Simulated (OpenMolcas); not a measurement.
Ar+: input and output

Input:

```
&GATEWAY
Coord
1

Ar 0.0 0.0 0.0
Basis=ANO-R0
Group=XYZ
NoMove
AngMom=0.0 0.0 0.0
AMFI
&SEWARD
&RASSCF
FileOrb=start.orb
Symmetry=2
Spin=2
nActEl=5 0 0
Inactive=3 3
Ras2=0 3
CIRoot=3 3 1
SDav=3
CIMx=300
Iter=120 100
PrWF=0.3
OrbListing=Nothing
MaxOrb=0
Atom
>>> COPY $Project.JobIph JOB001
&RASSI
NrOfJobIphs=1 3
1 2 3
IphNames
JOB001
EJob
SpinOrbit
DIPRint=1.0
SOCoupling=1000.0
Subsets=2
MEES
Property=10
'ANGMOM' 1 'ANGMOM' 2 'ANGMOM' 3 'MLTPL  1' 1 'MLTPL  1' 2 'MLTPL  1' 3
'AMFI' 1 'AMFI' 2 'AMFI' 3 'MLTPL  2' 6
SOProperty=3
'ANGMOM' 1 'ANGMOM' 2 'ANGMOM' 3
```

Launched by
```bash
OMP_NUM_THREADS=1 MOLCAS_MEM=2252 MOLCAS_PROJECT=a pymolcas a.inp > a.log  # once for each step of the input, in one work folder
```

A driver script runs the steps one by one and writes start.orb anew before each from the orbitals found so far.

Output, cut to the results:

```
--- SEWARD ---
Basis set label: AR.ANO-R...3S2P.

      Electronic valence basis set:
      ------------------
      Associated Effective Charge  18.000000 au
      Associated Actual Charge     18.000000 au
      Nuclear Model: Finite nucleus - Gaussian distribution
        Gaussian exponent, Xi/bohr**(-2):  3.57222E+08

      Shell  nPrim  nBasis  Cartesian Spherical Contaminant
         s      17       3        X
         p      12       2        X
                  Relativistic X2C integrals
                  Atomic mean-field integrals
--- RASSCF ---
Wave function specifications:
      -----------------------------

      Number of closed shell electrons          12
      Number of electrons in active shells       5
      Max number of holes in RAS1 space          0
      Max nr of electrons in RAS3 space          0
      Number of inactive orbitals                6
      Number of active orbitals                  3
      Number of secondary orbitals               0
      Spin quantum number                      0.5
      State symmetry                             2
Orbital specifications:
      -----------------------

      Symmetry species                           1   2
                                                ag  au
      Frozen orbitals                            0   0
      Inactive orbitals                          3   3
      Active orbitals                            0   3
      RAS1 orbitals                              0   0
      RAS2 orbitals                              0   3
      RAS3 orbitals                              0   0
      Secondary orbitals                         0   0
      Deleted orbitals                           0   0
      Number of basis functions                  3   6
      Number of CSFs                             3
      Number of root(s) required                 3
      Iter CI   SX   CI       RASSCF       Energy    max ROT     max BLB   max BLB  Level Ln srch  Step   QN
          iter iter root      energy       change     param      element    value   shift minimum  type update
 Nr of preliminary CI iterations:   1
        1   1    2    0  -528.08122401    0.00E+00   3.04E-03    2   5 2 -9.30E-03*  0.00   0.00    SX    NO
        2   1    2    0  -528.08131160   -8.76E-05*  1.03E-04    2   5 2 -3.14E-04*  0.00   0.00    SX    NO
        3   1    2    0  -528.08131170   -1.00E-07*  3.48E-06    3   6 2 -1.07E-05   0.00   0.00    SX    NO
        4   1    2    0  -528.08131170   -1.15E-10   1.18E-07    1   4 2 -3.61E-07   0.00   0.00    SX    NO
      Convergence after  4 iterations
        5   1    2    0  -528.08131170   -1.14E-13   1.18E-07    2   5 2 -1.22E-08   0.00   0.00    SX    NO
      Natural orbitals and occupation numbers for root  1
      sym 2:   1.000000   2.000000   2.000000
      Natural orbitals and occupation numbers for root  2
      sym 2:   2.000000   1.000000   2.000000
      Natural orbitals and occupation numbers for root  3
      sym 2:   2.000000   2.000000   1.000000
::    RASSCF root number  1 Total energy:   -528.08131170
::    RASSCF root number  2 Total energy:   -528.08131170
::    RASSCF root number  3 Total energy:   -528.08131170

--- RASSI ---
SPIN-FREE ENERGIES:
  (Shifted by EMIN (a.u.) =       -528.0813116965)

 SF State       Relative EMIN(au)   Rel lowest level(eV)    D:o, cm**(-1)      L_eff

     1             0.0000000000        0.0000000000              0.0000         1.0
     2             0.0000000000        0.0000000000              0.0000         1.0
     3             0.0000000000        0.0000000000              0.0000         1.0
     Dipole printing threshold changed to   1.00000000E+00
Eigenvalues of complex Hamiltonian:
   -----------------------------------
  (Shifted by EMIN (a.u.) =       -528.0813116965)

 SO State       Relative EMIN(au)   Rel lowest level(eV)    D:o, cm**(-1)     J-value

     1            -0.0019423209        0.0000000000              0.0000         1.0
     2            -0.0019423209        0.0000000000              0.0000         1.3
     3            -0.0019423209        0.0000000000              0.0000         1.0
     4            -0.0019423209        0.0000000000              0.0000         1.3
     5             0.0038846417        0.1585597294           1278.8705         0.4
     6             0.0038846417        0.1585597294           1278.8705         0.4
Weights of the five most important spin-orbit-free states for each spin-orbit state.

 SO State  Total energy (au)           Spin-free states, spin, and weights
 -------------------------------------------------------------------------------------------------------
    1        -0.001942       3 0.5  0.6438    1 0.5  0.2372    2 0.5  0.1190
    2        -0.001942       2 0.5  0.5476    1 0.5  0.4294    3 0.5  0.0229
    3        -0.001942       3 0.5  0.6667    2 0.5  0.1667    1 0.5  0.1667
    4        -0.001942       1 0.5  0.5000    2 0.5  0.5000    3 0.5  0.0000
    5         0.003885       2 0.5  0.3333    1 0.5  0.3333    3 0.5  0.3333
    6         0.003885       3 0.5  0.3333    2 0.5  0.3333    1 0.5  0.3333
...
```

The J values that RASSI prints are effective ones from its own formula and need not be integers or half-integers; the table below assigns J from the states.

Levels above the lowest, from the spin-orbit matrix, grouped by J:

| Configuration | Term | J | E (cm-1) | Measured (cm-1) | Term weight % |
| --- | --- | --- | --- | --- | --- |
| 3s2 3p5 | 2P* | 3/2 | 0.0 | 0.0 | 100 |
| 3s2 3p5 | 2P* | 1/2 | 1279 | 1432 | 100 |

Against the measured value (NIST Handbook of Basic Atomic Spectroscopic Data): 3s2 3p5 2P* 1/2: computed 1279, measured 1432 cm-1 (-10.7 %).

Without dynamic correlation excited terms often stand tens of per cent too high (terms of higher spin than the ground term too low), and those without a measured partner can miss by more than the paired ones. Computed and measured levels are paired by configuration, term and J; levels that our copy of the source lacks, or whose pairing is in doubt (as where it misses far off the trend of its configuration), stay unpaired and out of the deviations. Levels of configurations outside the active space are missing.

The RASSCF and RASSI steps took 1.1 s on 1 thread of Arm Neoverse V1, on a shared host; the integral step is not counted.

The term weight is that of the spin-free term in the level, not the purity of its configuration. * marks odd parity.
